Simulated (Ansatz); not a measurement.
Cost and result for the atomization energy of C$_{2}$H$_{6}$BBrO (11 atoms, 10 bonds).

Cartesian coordinates in Å:
```
B -0.820 -0.327 1.259
C -0.312 -0.062 -0.195
C 1.117 -0.087 -0.597
O -1.181 0.107 -1.156
Br -0.444 1.759 1.432
H -0.039 -0.894 1.968
H -1.992 -0.524 1.380
H 1.767 0.042 0.264
H 1.355 0.664 -1.355
H 1.304 -1.080 -1.026
H -0.754 0.402 -1.974
```

Charge 0, multiplicity 1. Correlated methods include outer-core shells of Br, which these sets cover unevenly. Scalar relativity is left out up to krypton. The bonds changed during the relaxation, so this is another structure than the one it started from. All single points use the PBE0-D4/def2-TZVP geometry. It is one conformer, not always the lowest. Program: Ansatz. All runs use 4 threads of an Intel Xeon 6975P-C on a shared host. Times are those of one run each, without the atoms' runs, and a repeat can differ threefold. Electronic energies, without spin–orbit coupling; frozen cores. CCSD(T)/CBS adds CCSD(T) − MP2 in def2-TZVPP to the MP2 limit, and its time is that of the two runs behind it. T1 = 0.013. With those shells the extrapolation isn't a true limit. B3LYP takes the VWN-RPA correlation (the form of Gaussian; ORCA's B3LYP/G). HSE06 is the plane-wave form, built on full-range PBE exchange.

CCSD(T)/CBS is a level of theory with its own doubt, some kJ/mol a heavy atom from the limit and from the frozen cores, so smaller differences don't rank the functionals.

```json
{"level": "revPBE-D4/def2-TZVPP", "functions": "256", "wall time": "1.2 s"}
{"level": "PBE-D4/def2-TZVPP (with forces)", "functions": "256", "wall time": "1.6 s"}
{"level": "BHLYP-D4/def2-TZVPP", "functions": "256", "wall time": "1.9 s"}
{"level": "HSE06-D4/def2-TZVPP", "functions": "256", "wall time": "2.1 s"}
{"level": "CAM-B3LYP-D4/def2-TZVPP", "functions": "256", "wall time": "2.3 s"}
{"level": "r2SCAN-D4/def2-TZVPP (with forces)", "functions": "256", "wall time": "2.6 s"}
{"level": "r2SCANh-D4/def2-TZVPP", "functions": "256", "wall time": "2.8 s"}
{"level": "B3LYP-D4/def2-TZVPP (with forces)", "functions": "256", "wall time": "3 s"}
{"level": "B2PLYP/def2-TZVPP", "functions": "256", "wall time": "3.6 s"}
{"level": "CCSD(T)/def2-SVP", "functions": "118", "wall time": "5.5 s"}
{"level": "MP2/def2-QZVPP", "functions": "497", "wall time": "16 s"}
{"level": "CCSD(T)/def2-TZVPP", "functions": "256", "wall time": "65 s"}
{"level": "CCSD(T)/CBS(def2)", "functions": "–", "wall time": "81 s"}
```

(1) What atomization energy does each give, and how far from CCSD(T)/CBS? (Estimate.)

## Answers

(1) The calculation gave: 
| level | atomization (kJ/mol) | difference from CCSD(T)/CBS | per bond |
| --- | --- | --- | --- |
| revPBE-D4/def2-TZVPP | 4051.3 | 16.4 | 1.6 |
| PBE-D4/def2-TZVPP (with forces) | 4154.5 | 119.6 | 12.0 |
| BHLYP-D4/def2-TZVPP | 3919.1 | -115.8 | -11.6 |
| HSE06-D4/def2-TZVPP | 4076.9 | 42.0 | 4.2 |
| CAM-B3LYP-D4/def2-TZVPP | 4052.6 | 17.7 | 1.8 |
| r2SCAN-D4/def2-TZVPP (with forces) | 4080.0 | 45.1 | 4.5 |
| r2SCANh-D4/def2-TZVPP | 4051.9 | 17.0 | 1.7 |
| B3LYP-D4/def2-TZVPP (with forces) | 4044.1 | 9.2 | 0.9 |
| B2PLYP/def2-TZVPP | 3998.1 | -36.8 | -3.7 |
| CCSD(T)/def2-SVP | 3842.5 | -192.4 | -19.2 |
| MP2/def2-QZVPP | 4067.9 | 33.0 | 3.3 |
| CCSD(T)/def2-TZVPP | 3934.9 | -100.0 | -10.0 |
| CCSD(T)/CBS(def2) | 4034.9 | 0.0 | 0.0 |

Leaving LDA and LC-ωPBE aside and taking each functional with its dispersion term where it has one, the values spread over 235.4 kJ/mol, from BHLYP-D4 to PBE-D4. LDA lies +545.5 kJ/mol from PBE without D4, its usual overbinding. From PBE to PBE0 (25 % exact exchange), in def2-TZVPP and without D4, the atomization energy moves by −77.6 kJ/mol: exact exchange takes away binding that semilocal exchange gives to molecules. The D4 term adds +38.3 kJ/mol with B3LYP and +19.9 kJ/mol with PBE0; it sums over pairs of atoms, weighted by their polarisabilities, and B3LYP, whose exchange is more repulsive, gets the larger term.
